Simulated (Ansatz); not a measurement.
Ideal-gas functions of `[F][Ti]([F])([F])[O][SiH3]` at 400 K and 1 bar, from an Ansatz frequency run at PBE0-D4/def2-TZVP.

Molar mass 151.97 g/mol, point group C3v (symmetry number 3), electronic degeneracy 1, moments of inertia 161.263, 452.802, 452.831 u Å². Harmonic wavenumbers (cm⁻¹, unscaled): 16, 42, 42, 194, 194, 203, 236, 236, 494, 714, 714, 735, 794, 794, 950, 951, 957, 1076, 2244, 2251, 2252.

Use S(trans) = R[1.5 ln M + 2.5 ln T − 1.1517]; rotational temperatures θ = 24.2544 K / I; S(rot) = R[ln(√π/σ · √(T³/θAθBθC)) + 1.5]; for each mode x = 1.438777 ν̃/T, S = R[x/(eˣ − 1) − ln(1 − e⁻ˣ)] and H = RT x/(eˣ − 1); 1 cm⁻¹ = 0.0119627 kJ/mol; R = 8.31446 J/(mol·K).

**Question.** By hand: the entropy, in J/(mol·K).

**Answer.** Translation 177.6. Rotation: θ = 0.1504, 0.0536, 0.0536 K, giving 115.0. Vibration, mode by mode: 32.05, 24.04, 24.04, 11.47, 11.47, 11.11, 9.92, 9.92, 4.55, 2.44, 2.44, 2.30, 1.94, 1.94, 1.24, 1.24, 1.22, 0.86, 0.02, 0.02, 0.02, in all 154.3. Electronic 0.0. Sum 446.9 J/(mol·K).

**Question.** By hand: H − E and G − E in kJ/mol, counted from the electronic energy.

**Answer.** Zero-point energy ½ × 16089 × 0.0119627 = 96.2; thermal vibration 26.4; translation, rotation and pV give 4 RT = 13.3. H − E = 135.9 kJ/mol, and G − E = 135.9 − 400 × 446.9/1000 = -42.9 kJ/mol.

Vibration gives 35 % of the entropy, 80.1 J/(mol·K) of it from the modes under 150 cm⁻¹: soft modes count most, and the harmonic formula is weakest for them. The sum counts one conformer and one mirror image; others add a mixing term.
